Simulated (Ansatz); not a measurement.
Reaction (ligand exchange at a B–C bond): `CBCl` + `[SiH3][SeH]` → `[SiH3][Se]BCl` + CH₄

Isolated molecules relaxed with PBE0-D4/def2-TZVP in Ansatz; ΔE leaves out vibrations. CBS: MP2 limit from def2 TZ/QZ plus the TZ coupled-cluster correction, frozen cores. This one scheme is used for every species. For Se outer-core shells are correlated without core-valence functions, which leaves a few kJ/mol of doubt a bond. Scalar relativity is left out up to krypton. One conformer a species, not always the lowest.

`CBCl`:

Cartesian coordinates in Å:
```
C 0.627 -0.259 -0.242
B -0.698 0.389 0.228
Cl -1.811 -0.454 1.283
H 0.817 -1.256 0.157
H 1.467 0.399 0.014
H 0.630 -0.307 -1.338
H -1.031 1.488 -0.103
```

`[SiH3][SeH]`:

Z-matrix (Å, degrees):
```
Si
Se 1 2.279
H 1 1.484 2 111.4
H 1 1.484 2 111.5 3 -122.1
H 1 1.483 2 104.9 3 119.0
H 2 1.469 1 93.0 3 60.4
```

`[SiH3][Se]BCl`:

Z-matrix (Å, degrees):
```
Si
Se 1 2.294
H 1 1.482 2 110.2
H 1 1.483 2 106.1 3 119.3
H 1 1.482 2 110.1 3 -121.5
B 2 1.922 1 95.4 3 60.7
Cl 6 1.742 2 119.7 1 180.0
H 6 1.191 2 121.8 1 -0.0
```

CH₄:

Cartesian coordinates in Å:
```
C 0.000 0.000 0.000
H -0.802 0.514 0.529
H -0.425 -0.766 -0.647
H 0.671 -0.466 0.721
H 0.556 0.717 -0.603
```

```csv
species,CCSD(T)/CBS(def2) energy (Eh)
`CBCl`,-525.07110
`[SiH3][SeH]`,-2692.20088
`[SiH3][Se]BCl`,-3176.83690
CH₄,-40.46206
```

Question: Work out ΔE.

Answer: ΔE = (-3176.83690) + (-40.46206) − (-525.07110) − (-2692.20088) = -0.02698 Eh = -0.73 eV.

Largest T1 diagnostic among the species: 0.012.

In def2-TZVPP, CCSD(T) changes the Hartree–Fock value by −0.18 eV (the triples alone add −0.05 eV) and MP2 by −0.26 eV. The D4 term adds −0.06 eV with B3LYP and −0.03 eV with PBE0; it sums over pairs of atoms, weighted by their polarisabilities, and B3LYP, whose exchange is more repulsive, gets the larger term.

B3LYP here is the variant with VWN-RPA as its local correlation; programs differ in this.
